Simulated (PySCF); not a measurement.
**Nuclear quadrupole coupling in `C#C[C@@H]1C=C[C@H](Cl)[C@H]1[SiH3]`**

C7H9ClSi.
Cartesian coordinates in Å at the GFN2-xTB level; atoms count from 1:
```
atom  x, y, z in Å
C1     2.8851   -1.3934   -0.0861
C2     1.9444   -0.7461   -0.4441
C3     0.7997    0.0493   -0.8346
C4     1.0064    1.5244   -0.6034
C5    -0.0404    2.0852   -0.0236
C6    -1.1219    1.0894    0.2446
Cl7   -1.7529    1.2404    1.9191
C8    -0.4601   -0.2745    0.0104
Si9   -1.6055   -1.5815   -0.7667
H10    3.7101   -1.9669    0.2147
H11    0.6109   -0.1202   -1.9042
H12    1.9103    2.0185   -0.9140
H13   -0.1581    3.1225    0.2352
H14   -1.9916    1.2628   -0.3969
H15   -0.1047   -0.6345    0.9808
H16   -2.7638   -1.7829    0.0993
H17   -2.0345   -1.0696   -2.0731
H18   -0.8420   -2.8166   -0.9337
```

Field gradients from the PBE0/pcSseg-1 density (PySCF, non-relativistic), principal values in atomic units, ordered |Vxx| ≤ |Vyy| ≤ |Vzz|:

```json
{"atom": "Cl7", "Vxx": "-1.8664", "Vyy": "-2.0113", "Vzz": "3.8777"}
```

Find the asymmetry η = (Vxx − Vyy)/Vzz and the couplings χ = eQV/h (234.96 MHz × Q in barn × V in au), with Q(35Cl) = −0.0817 b.

```
atom     environment  nucleus     η  χzz (MHz)  χxx (MHz)  χyy (MHz)
 Cl7  alkyl chlorine     35Cl  0.04     -74.44      35.83      38.61
```

The gradient is axial or nearly so (η below 0.05) at Cl7. 

What is Vzz at Cl7 in SI units (1 au = 9.71736 × 10²¹ V/m²)?

3.8777 au = 37.681 × 10²¹ V/m².

And the gradient at the other heavy atoms, for which no coupling is worked out here?

| atom | environment | Vzz (au) | η |
| --- | --- | --- | --- |
| C1 | terminal alkyne carbon | -0.274 | 0.13 |
| C2 | alkyne carbon | -0.292 | 0.04 |
| C3 | allylic carbon | -0.097 | 0.65 |
| C4 | alkene CH carbon | 0.298 | 0.75 |
| C5 | alkene CH carbon | 0.276 | 0.78 |
| C6 | sp3 C–Cl carbon | 0.439 | 0.26 |
| C8 | sp3 carbon bound to silicon | -0.167 | 0.87 |
| Si9 | SiH3 silicon | 0.151 | 0.42 |

Were the hydrogens deuterons (Q(2H) = 0.00286 b), χzz would run from 108 kHz (H17) to 267 kHz (H10).

Geometry: GFN2-xTB, one conformer, isolated molecule. GFN2-xTB bond lengths can be off by several hundredths of an ångström, more for odd bonds, and the gradients follow them. With a basis this small, the couplings can be 20 % off.
